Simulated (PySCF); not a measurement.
Cl₂Se, charge -1, doublet, at a GFN2-xTB geometry (a state made from the parent by changing its charge; the spin is typed, not shown lowest) (in this run its highest filled SCF level lies above zero, so its values depend strongly on the basis, on diffuse functions most of all). Base run: PySCF with B3LYP/def2-SVP.

PySCF was given this input:
```python
from pyscf import gto, scf, dft, solvent

mol = gto.M(
    atom='''
Se    0.144642    0.080171    0.831981
Cl    0.987355    1.256571   -0.745873
Cl   -1.276639   -1.416913   -0.918090
''',
    basis='def2-svp',
    charge=-1,
    spin=1,
    verbose=4,
)

mf = dft.UKS(mol)
mf.xc = 'b3lyp'
mf.kernel()
```

Each row names what was changed in the base input (with any setting that the change needs).

| change | ΔE vs base (kcal/mol) |
|---|---|
| base | 0.000 |
| model = IEF-PCM; solvent = tetrahydrofuran; lebedev_order = 41 | -50.11 |
| model = IEF-PCM; solvent = tetrahydrofuran | -50.10 |
| model = IEF-PCM; solvent = tetrahydrofuran; vdw_scale = 1.4 | -44.80 |
| model = IEF-PCM; solvent = tetrahydrofuran; r_probe = 0.5 | -42.84 |
| model = IEF-PCM; solvent = dimethylsulfoxide | -56.98 |
| model = ddCOSMO; solvent = tetrahydrofuran | -48.77 |
| model = COSMO; solvent = tetrahydrofuran | -47.13 |
| model = IEF-PCM; solvent = tetrahydrofuran; vdw_scale = 1.0 | -53.30 |
| model = IEF-PCM; solvent = dichloromethane | -51.47 |
| model = IEF-PCM; solvent = tetrahydrofuran; vdw_scale = 1.1 | -52.34 |
| model = SS(V)PE; solvent = tetrahydrofuran | -49.08 |

The base is the gas phase, so ΔE is the electrostatic part of solvation at a fixed geometry, without cavity and dispersion terms.

Open shells are given as the SCF converged; they aren't shown to be the lowest states, and a large step between rows can be another state.

The gas-phase anion may not be bound at this level, which the solvent then changes.
